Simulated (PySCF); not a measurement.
Species: 1,1-dimethylbutylamine, C₆H₁₅N.
Geometry (PBE0-D3(BJ)/def2-SVP, Å), atoms numbered from 1 in this order:
```xyz
22
C6H15N angstrom
C      2.8968   -0.0377    0.0027
C      1.4603   -0.5012    0.1862
C      0.4464    0.6118   -0.0373
C     -1.0299    0.1802   -0.0553
C     -1.4225   -0.5031    1.2537
C     -1.9027    1.4253   -0.2580
N     -1.2016   -0.7928   -1.1331
H      3.6119   -0.8583    0.1668
H      3.0658    0.3498   -1.0153
H      3.1541    0.7714    0.7058
H      1.3388   -0.9163    1.2007
H      1.2282   -1.3244   -0.5081
H      0.6625    1.1027   -1.0053
H      0.5750    1.3988    0.7267
H     -2.5004   -0.7342    1.2615
H     -1.2142    0.1453    2.1182
H     -0.8767   -1.4482    1.3808
H     -1.6320    1.9431   -1.1927
H     -2.9673    1.1471   -0.3214
H     -1.7913    2.1457    0.5682
H     -1.0317   -0.3436   -2.0325
H     -2.1673   -1.1170   -1.1569
```

All values: B3LYP/def2-SVPD (PySCF, non-relativistic), on one gas-phase PBE0-D3(BJ)/def2-SVP geometry that isn't relaxed in the solvent. The solvent is an IEF-PCM continuum (van der Waals radii × 1.2). The model holds no explicit solvent molecules, cavitation or dispersion.

Gas phase at B3LYP/def2-SVPD: HOMO -6.65 eV, LUMO 0.26 eV, dipole 1.16 D.

Question: What does the continuum do to the energy, the frontier levels and the dipole at B3LYP/def2-SVPD in benzene and chloroform?

Answer: 
```tsv
solvent	ε	E(solvent) − E(gas) (kcal/mol)	polarisation term (kcal/mol)	distortion of the solute (kcal/mol)	HOMO (eV)	LUMO (eV)	dipole (D)
benzene	2.271	-1.47	-1.56	0.09	-6.61	0.39	1.37
chloroform	4.711	-2.44	-2.73	0.29	-6.61	0.44	1.53
```

Polarisation term: ½ Σ q·V over the induced surface charges. Distortion: the rise of the solute's own energy as its density leaves the gas-phase optimum. From benzene to chloroform the lowering changes by a factor 1.66, Onsager's factor (ε − 1)/(2ε + 1) by 1.55 and ε itself by 2.1.

Question: Which radius a makes the point-dipole formula ΔE = −[(ε − 1)/(2ε + 1)]·μ²/a³ give the value in chloroform, with the gas-phase dipole?

Answer: μ = 0.457 au and |ΔE| = 0.00389 Eh give a = 1.41 Å; the farthest nucleus lies 3.80 Å from the centroid of the nuclei, so such a sphere wouldn't even hold the nuclei. The formula assumes a rigid point dipole at the centre of a sphere.

Question: Give the dipole vector in the frame of the coordinates (D, pointing from negative to positive charge), gas and chloroform.

Answer: Gas (-0.85, 0.78, -0.17), solvent (-1.07, 1.07, -0.22). Its length changes by +32 % and its direction by 3°.

Question: How does the static polarisability (B3LYP/def2-SVPD, frozen core, with the continuum's full static response) change?

Answer: 
| medium | isotropic (au) | principal values (au) | ⟨r²⟩ of the electrons (bohr²) |
| --- | --- | --- | --- |
| gas | 85.7 | 79.5, 81.8, 95.8 | 1040.8 |
| benzene | 97.7 | 91.8, 94.5, 106.9 | 1040.7 |
| chloroform | 106.3 | 101.2, 103.9, 113.8 | 1040.6 |

The isotropic value in chloroform is 1.24 times the gas-phase one; no cavity-field correction is applied. ⟨r²⟩ is taken about the centre of nuclear charge.
